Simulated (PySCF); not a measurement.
# Working out the excitation energy of F²⁺

F²⁺ [He] 2s2 2p3 (4S) → F²⁺ [He] 2s1 2p4 (4P). Calculation: PySCF 2.14, in x2c-TZVPPall; the spin-free X2C one-electron Hamiltonian (Gaussian nucleus). Frozen: 1s2. Energies in hartree (1 hartree = 27.21139 eV):

```json
{"part": "UHF", "F²⁺ (lower)": "-97.696808", "F²⁺ (upper)": "-97.001183"}
{"part": "CCSD correlation", "F²⁺ (lower)": "-0.111417", "F²⁺ (upper)": "-0.110838"}
{"part": "(T)", "F²⁺ (lower)": "-0.001134", "F²⁺ (upper)": "-0.001243"}
```

Task: What does Hartree-Fock give?

Result: (-97.001183) − (-97.696808) = 0.695625 hartree = 18.929 eV.

Task: What do CCSD and CCSD(T) give?

Result: The CCSD correlation energies differ by 0.000579 hartree = 0.016 eV and the triples by -0.000109 hartree = -0.003 eV, so CCSD gives 18.945 eV and CCSD(T) 18.942 eV.
